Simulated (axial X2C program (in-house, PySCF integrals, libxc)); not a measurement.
# Outer orbitals of PbN at 2.102 Å, PBE0

Computed with an in-house all-electron X2C program for linear molecules (integrals from PySCF). Spin-free means the one-electron spin-free X2C Hamiltonian; two-component (2c) means X2C with spin–orbit coupling and atomic mean-field two-electron Coulomb and Gaunt terms, so the difference of the two also holds small scalar two-electron terms. Basis: Pb dyall-cv3z [12s14p10d7f1g], N dyall-av3z [7s7p3d2f] (cores contracted in-house); Gaussian nuclei, density fitting, unrestricted open shells. Masses: Pb 207.977 u, N 14.003 u.

The distance is close to the 2c PBE0 minimum; the highest filled and lowest empty levels are listed.

Spin-free orbitals, state M_S = 1/2, Λ = 1 (beyond evenly filled blocks: π+α, π+β, π-α) (Löwdin shares):

```tsv
symmetry	occupied	ε (eV)	atomic character
σα	yes	-24.16	86% Pb d, 10% N s
σβ	yes	-23.96	94% Pb d, 3% N s
δ+β	yes	-23.94	100% Pb d
δ-β	yes	-23.90	100% Pb d
δ-α	yes	-23.85	100% Pb d
δ+α	yes	-23.85	100% Pb d
π+β	yes	-23.68	99% Pb d
π-β	yes	-23.65	99% Pb d
π+α	yes	-23.64	99% Pb d
π-α	yes	-23.64	99% Pb d
σα	yes	-20.31	68% N s, 16% Pb d, 7% Pb s
σβ	yes	-18.04	65% N s, 16% Pb s, 8% Pb d
σα	yes	-12.87	61% Pb s, 22% N p, 9% N s
σβ	yes	-12.78	55% Pb s, 17% N p, 16% N s
π+α	yes	-8.00	87% N p, 8% Pb p, 3% Pb d
π-α	yes	-8.00	87% N p, 8% Pb p, 3% Pb d
σα	yes	-7.03	62% N p, 25% Pb p, 8% Pb s
σβ	yes	-6.37	60% N p, 29% Pb p, 6% Pb s
π+β	yes	-5.59	56% Pb p, 40% N p, 3% N d
π-β	no	-3.82	63% Pb p, 33% N p, 4% N d
π-α	no	-2.31	78% Pb p, 11% N p, 6% N d
π+α	no	-2.31	78% Pb p, 11% N p, 6% N d
π+β	no	-1.65	52% N p, 32% Pb p, 10% Pb d
```

Spinors with spin–orbit coupling (state Ω = 3/2):

```
   ω  occupied  ε (eV)             atomic character     λ mixture
 1/2       yes  -25.03             94% Pb d, 4% N s  51% σ, 49% π
 3/2       yes  -25.03                    100% Pb d  83% δ, 17% π
-3/2       yes  -24.95                    100% Pb d  82% δ, 18% π
-1/2       yes  -24.94                     97% Pb d  53% π, 47% σ
 1/2       yes  -22.86            79% Pb d, 16% N s  52% σ, 48% π
-1/2       yes  -22.52             94% Pb d, 3% N s  54% σ, 46% π
-5/2       yes  -22.48                    100% Pb d        100% δ
 5/2       yes  -22.41                    100% Pb d        100% δ
 3/2       yes  -22.30                     99% Pb d  83% π, 17% δ
-3/2       yes  -22.30                     99% Pb d  82% π, 18% δ
 1/2       yes  -20.38   59% N s, 28% Pb d, 6% Pb s   96% σ, 4% π
-1/2       yes  -17.97   65% N s, 15% Pb s, 9% Pb d        100% σ
 1/2       yes  -12.68    60% Pb s, 24% N p, 8% N s        100% σ
-1/2       yes  -12.61   55% Pb s, 18% N p, 15% N s        100% σ
-1/2       yes   -8.32    87% N p, 9% Pb p, 2% Pb d        100% π
 3/2       yes   -8.28    90% N p, 6% Pb p, 3% Pb d        100% π
 1/2       yes   -7.32   56% N p, 29% Pb p, 9% Pb s   94% σ, 6% π
-1/2       yes   -6.45   56% N p, 32% Pb p, 6% Pb s   94% σ, 6% π
 1/2       yes   -5.83    57% Pb p, 38% N p, 3% N d   94% π, 6% σ
-3/2        no   -3.42    54% Pb p, 43% N p, 3% N d        100% π
-1/2        no   -2.53    74% Pb p, 15% N p, 6% N d   93% π, 7% σ
 3/2        no   -1.78     81% Pb p, 9% N p, 6% N d        100% π
 1/2        no   -1.68  59% N p, 25% Pb p, 10% Pb d   98% π, 2% σ
```

How does the gap between the highest filled and lowest empty level change from the spin-free to the 2c table?

From 1.77 to 2.41 eV at PBE0, a change of 0.64 eV.

Mulliken charges and populations of the two-component result (they depend on the basis, above all on diffuse functions):

Pb 0.60 e (s 11.91 p 25.47 d 30.00 f 14.01), N -0.60 e (s 4.02 p 3.55 d 0.03). ⟨Lz⟩ = 0.94 ħ and ⟨Sz⟩ = 0.56 ħ (-0.31 and 0.87 on the two atoms), which add up to Ω.

One determinant describes the state; a PBE0 search over occupations chose it and may have missed a lower one. Density functionals use the spin component along the axis (collinear). PBE0 can misorder states that lie within some tenths of an eV, so this need not be the ground state of the molecule. The nearest other spin-free determinant of the search, M_S = 1/2, Λ = 0, lies 0.30 eV up at the distance of the search. Without a current term, density functionals place determinants with orbital angular momentum somewhat too high. The determinant is spin-polarised beyond a pure state at some levels (its spin-free form has ⟨S²⟩ too high), which makes Re and μ there less reliable.
